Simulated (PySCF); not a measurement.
SMILES C#Cc1ccccc1Cl, C$_{8}$H$_{5}$Cl

Geometry (Å), atoms numbered from 1 in this order:
```xyz
14

C     4.2858    1.0414    0.6553
C     3.0799    1.1646    0.5951
C     1.6558    1.2726    0.5199
C     0.8643    0.1140    0.3623
C    -0.5250    0.1929    0.2860
C    -1.1586    1.4381    0.3655
C    -0.3997    2.6004    0.5218
C     0.9930    2.5194    0.5986
Cl    1.9113    3.9877    0.7963
H     5.3546    0.9430    0.7094
H     1.3686   -0.8537    0.3015
H    -1.1158   -0.7197    0.1648
H    -2.2489    1.5090    0.3065
H    -0.8797    3.5795    0.5858
```

Level of theory: PySCF 2.14.0, UKS B3LYP/def2-SV(P) four-point reorganisation energy, gas phase. Geometry: B3LYP/def2-SV(P).

What is the inner reorganisation energy for hole transfer, with the ionisation energy?

λ = 0.128 (surface of the oxidised species) + 0.130 (surface of the starting species) = 0.258 eV. The ionisation energy is 8.57 eV vertical and 8.44 eV adiabatic without zero-point energy; at the relaxed geometry of the oxidised species the two energies differ by 8.31 eV. Largest bond changes: C8–C3 1.414 → 1.463 Å, C8–Cl9 1.743 → 1.697 Å, C2–C3 1.430 → 1.396 Å, C5–C6 1.399 → 1.429 Å, C4–C5 1.394 → 1.379 Å. ⟨S²⟩ of the relaxed oxidised species 0.767.
